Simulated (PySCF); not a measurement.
## State search for AlGe

Unrestricted PBE0; PySCF, no relativity, basis sets Al 6-311G(d,p), Ge 6-311G(d,p). Outer shells of the fragments: Al 3s2 3p1; Ge 3d10 4s2 4p2.

Followed along the bond (rough minima from three points):

```tsv
2Ms+1	unpaired	⟨S²⟩ at the start	R at minimum (Å)	Te (eV)
4	σ ↑, π ↑↑	3.75	2.47	0.00
2	σ ↓, π ↑↑	1.77	2.45	0.31
2	σ ↑, π ↑↓	1.77	2.47	0.39
2	σ ↑	0.76	2.49	1.05
2	π ↑	0.78	2.31	1.08
```

Solutions found at the starting distance of 2.355 Å, counted from the lowest of them; the search is not exhaustive and high or unbound solutions are not listed, so other states can lie among these:

```tsv
2Ms+1	unpaired	term	E (eV)	⟨S²⟩	⟨Lz²⟩	μ (D)
4	σ ↑, π ↑↑	⁴Σ⁻	0.00	3.75	0.00	-1.10
2	σ ↓, π ↑↑	mixed	0.30	1.77	0.00	-1.26
2	σ ↑, π ↑↓	mixed	0.39	1.77	2.01	-1.10
2	π ↑	²Π	1.04	0.78	1.01	-1.85
2	σ ↑	mixed	1.06	0.76	2.00	-0.86
2	π ↑	²Π	1.32	0.75	1.00	0.49
4	π ↑↑↑	⁴Π	2.47	3.76	1.00	-0.61
4	σ ↑, π ↑↑	mixed	2.77	3.76	2.01	1.19
```

A term symbol is given only where ⟨S²⟩ and ⟨Lz²⟩ are close to those of a pure state; real π, δ and φ orbitals otherwise mix terms. A positive dipole means Al(−)Ge(+).

Spin–orbit coupling is left out.
